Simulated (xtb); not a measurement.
xtb input (GFN2-xTB):

```bash
xtb mol.xyz --gfn 2 --sp --chrg 0 --uhf 0
```
mol.xyz:
```
14

C     -0.92033281     1.38411133    -0.82664068
Si     0.00499469     0.00859699     0.02725713
C      1.66284477    -0.29982055    -0.76887344
C     -1.01359468    -1.55088516     0.11615720
F      0.28379105     0.48846828     1.54870904
H     -1.13904258     1.11821264    -1.86391540
H     -1.86923944     1.59016367    -0.32707292
H     -0.33624910     2.30673881    -0.83399394
H      2.21810177    -1.07430827    -0.23566829
H      1.54034460    -0.62843674    -1.80399664
H      2.27151959     0.60677637    -0.77567678
H     -1.23577796    -1.92609684    -0.88600332
H     -1.96338914    -1.37277315     0.62470012
H     -0.48381662    -2.33728266     0.65778759
```

Output:

```
           -------------------------------------------------
          |                Calculation Setup                |
           -------------------------------------------------

           -------------------------------------------------
          |                 G F N 2 - x T B                 |
           -------------------------------------------------

        Reference                      10.1021/acs.jctc.8b01176
      * Hamiltonian:
        H0-scaling (s, p, d)           1.850000    2.230000    2.230000
        zeta-weighting                 0.500000
      * Dispersion:
        s8                             2.700000
        a1                             0.520000
        a2                             5.000000
        s9                             5.000000
      * Repulsion:
        kExp                           1.500000    1.000000
        rExp                           1.000000
      * Coulomb:
        alpha                          2.000000
        third order                    shell-resolved
        anisotropic                    true
        a3                             3.000000
        a5                             4.000000
        cn-shift                       1.200000
        cn-exp                         4.000000
        max-rad                        5.000000

          ...................................................
          :                      SETUP                      :
          :.................................................:
          :  # basis functions                  35          :
          :  # atomic orbitals                  34          :
          :  # shells                           20          :
          :  # electrons                        32          :
          :  max. iterations                   250          :
          :  Hamiltonian                  GFN2-xTB          :
          :  restarted?                      false          :
          :  GBSA solvation                  false          :
          :  PC potential                    false          :
          :  electronic temp.          300.0000000     K    :
          :  accuracy                    1.0000000          :
          :  -> integral cutoff          0.2500000E+02      :
          :  -> integral neglect         0.1000000E-07      :
          :  -> SCF convergence          0.1000000E-05 Eh   :
          :  -> wf. convergence          0.1000000E-03 e    :
          :  Broyden damping             0.4000000          :
          :  net charge                          0          :
          :  unpaired electrons                  0          :
          ...................................................

 iter      E             dE          RMSdq      gap      omega  full diag
   1    -17.6328289 -0.176328E+02  0.395E+00    8.26       0.0  T
   2    -17.7065353 -0.737064E-01  0.184E+00    6.95       1.0  T
   3    -17.7140285 -0.749324E-02  0.116E+00    7.61       1.0  T
   4    -17.7225134 -0.848490E-02  0.498E-01    7.18       1.0  T
   5    -17.7233631 -0.849669E-03  0.208E-01    7.27       1.0  T
   6    -17.7234337 -0.706342E-04  0.372E-02    7.30       1.0  T
   7    -17.7234342 -0.440338E-06  0.192E-02    7.30       1.4  T
   8    -17.7234345 -0.339858E-06  0.413E-03    7.31       6.5  T
   9    -17.7234346 -0.434481E-07  0.990E-04    7.31      27.0  T
  10    -17.7234346  0.213400E-08  0.523E-04    7.31      51.1  T

   *** convergence criteria satisfied after 10 iterations ***

         #    Occupation            Energy/Eh            Energy/eV
      -------------------------------------------------------------
         1        2.0000           -0.8414910             -22.8981
       ...           ...                  ...                  ...
        10        2.0000           -0.4708586             -12.8127
        11        2.0000           -0.4656741             -12.6716
        12        2.0000           -0.4648114             -12.6482
        13        2.0000           -0.4648114             -12.6482
        14        2.0000           -0.4615959             -12.5607
        15        2.0000           -0.4033063             -10.9745
        16        2.0000           -0.4033063             -10.9745 (HOMO)
        17                         -0.1347955              -3.6680 (LUMO)
        18                         -0.1109897              -3.0202
        19                         -0.1109897              -3.0202
        20                          0.0064989               0.1768
        21                          0.0064989               0.1768
       ...                                ...                  ...
        34                          0.8703557              23.6836
      -------------------------------------------------------------
                  HL-Gap            0.2685108 Eh            7.3066 eV
             Fermi-level           -0.2690509 Eh           -7.3212 eV

 SCC (total)                   0 d,  0 h,  0 min,  0.006 sec
 SCC setup                      ...        0 min,  0.000 sec (  1.620%)
 Dispersion                     ...        0 min,  0.000 sec (  0.778%)
 classical contributions        ...        0 min,  0.000 sec (  0.483%)
 integral evaluation            ...        0 min,  0.001 sec ( 15.154%)
 iterations                     ...        0 min,  0.003 sec ( 46.059%)
 molecular gradient             ...        0 min,  0.002 sec ( 34.356%)
 printout                       ...        0 min,  0.000 sec (  1.317%)

         :::::::::::::::::::::::::::::::::::::::::::::::::::::
         ::                     SUMMARY                     ::
         :::::::::::::::::::::::::::::::::::::::::::::::::::::
         :: total energy             -17.517398548740 Eh    ::
         :: gradient norm              0.030123994832 Eh/a0 ::
         :: HOMO-LUMO gap              7.306550986650 eV    ::
         ::.................................................::
         :: SCC energy               -17.723412130885 Eh    ::
         :: -> isotropic ES            0.033419634775 Eh    ::
         :: -> anisotropic ES          0.004786768982 Eh    ::
         :: -> anisotropic XC          0.007105404840 Eh    ::
         :: -> dispersion             -0.007472131913 Eh    ::
         :: repulsion energy           0.206013582145 Eh    ::
         :: add. restraining           0.000000000000 Eh    ::
         :: total charge               0.000000000000 e     ::
         :::::::::::::::::::::::::::::::::::::::::::::::::::::

           -------------------------------------------------
          |                Property Printout                |
           -------------------------------------------------

    * Orbital Energies and Occupations

         #    Occupation            Energy/Eh            Energy/eV
      -------------------------------------------------------------
         1        2.0000           -0.8414910             -22.8981
       ...           ...                  ...                  ...
         4        2.0000           -0.5728309             -15.5875
         5        2.0000           -0.5453630             -14.8401
         6        2.0000           -0.4980794             -13.5534
         7        2.0000           -0.4980794             -13.5534
         8        2.0000           -0.4866102             -13.2413
         9        2.0000           -0.4708586             -12.8127
        10        2.0000           -0.4708586             -12.8127
        11        2.0000           -0.4656741             -12.6716
        12        2.0000           -0.4648114             -12.6482
        13        2.0000           -0.4648114             -12.6482
        14        2.0000           -0.4615959             -12.5607
        15        2.0000           -0.4033063             -10.9745
        16        2.0000           -0.4033063             -10.9745 (HOMO)
        17                         -0.1347955              -3.6680 (LUMO)
        18                         -0.1109897              -3.0202
        19                         -0.1109897              -3.0202
        20                          0.0064989               0.1768
        21                          0.0064989               0.1768
        22                          0.1063980               2.8952
        23                          0.1827762               4.9736
        24                          0.1827762               4.9736
        25                          0.1971857               5.3657
        26                          0.2090466               5.6884
        27                          0.2090466               5.6884
       ...                                ...                  ...
        34                          0.8703557              23.6836
      -------------------------------------------------------------
                  HL-Gap            0.2685108 Eh            7.3066 eV
             Fermi-level           -0.2690509 Eh           -7.3212 eV

     #   Z          covCN         q      C6AA      α(0)
     1   6 C        3.652    -0.207    24.972     7.177
     2  14 Si       3.343     0.568   111.455    21.120
     3   6 C        3.652    -0.207    24.972     7.177
     4   6 C        3.652    -0.207    24.972     7.177
     5   9 F        0.705    -0.280    12.107     4.109
     6   1 H        0.924     0.033     2.545     2.495
     7   1 H        0.924     0.039     2.458     2.452
     8   1 H        0.924     0.039     2.458     2.452
     9   1 H        0.924     0.039     2.458     2.452
    10   1 H        0.924     0.033     2.545     2.495
    11   1 H        0.924     0.039     2.458     2.452
    12   1 H        0.924     0.033     2.545     2.495
    13   1 H        0.924     0.039     2.458     2.452
    14   1 H        0.924     0.039     2.458     2.452

 Mol. C6AA /au·bohr⁶  :       1826.455855
 Mol. C8AA /au·bohr⁸  :      53160.860694
 Mol. α(0) /au        :         68.952788

Wiberg/Mayer (AO) data.
largest (>0.10) Wiberg bond orders for each atom

 ---------------------------------------------------------------------------
     #   Z sym  total        # sym  WBO       # sym  WBO       # sym  WBO
 ---------------------------------------------------------------------------
     1   6 C    3.982 --     6 H    0.990     7 H    0.986     8 H    0.986
                             2 Si   0.902
     2  14 Si   3.842 --     5 F    1.064     4 C    0.902     1 C    0.902
                             3 C    0.902
     3   6 C    3.982 --    10 H    0.990    11 H    0.986     9 H    0.986
                             2 Si   0.902
     4   6 C    3.982 --    12 H    0.990    14 H    0.986    13 H    0.986
                             2 Si   0.902
     5   9 F    1.174 --     2 Si   1.064
     6   1 H    0.999 --     1 C    0.990
     7   1 H    0.998 --     1 C    0.986
     8   1 H    0.998 --     1 C    0.986
     9   1 H    0.998 --     3 C    0.986
    10   1 H    0.999 --     3 C    0.990
    11   1 H    0.998 --     3 C    0.986
    12   1 H    0.999 --     4 C    0.990
    13   1 H    0.998 --     4 C    0.986
    14   1 H    0.998 --     4 C    0.986
 ---------------------------------------------------------------------------

Topologies differ in total number of bonds
Writing topology from bond orders to xtbtopo.mol

molecular dipole:
                 x           y           z       tot (Debye)
 q only:       -0.103      -0.177      -0.560
   full:       -0.142      -0.244      -0.772       2.089
molecular quadrupole (traceless):
                xx          xy          yy          xz          yz          zz
 q only:        0.927      -0.156       0.750      -0.494      -0.850      -1.677
  q+dip:        1.488      -0.250       1.203      -0.792      -1.364      -2.691
   full:        1.611      -0.271       1.303      -0.858      -1.477      -2.914

           -------------------------------------------------
Note: The following floating-point exceptions are signalling: IEEE_UNDERFLOW_FLAG IEEE_DENORMAL
normal termination of xtb
          | TOTAL ENERGY              -17.517398548740 Eh   |
          | GRADIENT NORM               0.030123994832 Eh/α |
          | HOMO-LUMO GAP               7.306550986650 eV   |
           -------------------------------------------------

------------------------------------------------------------------------
------------------------------------------------------------------------
 total:
 SCF:
```
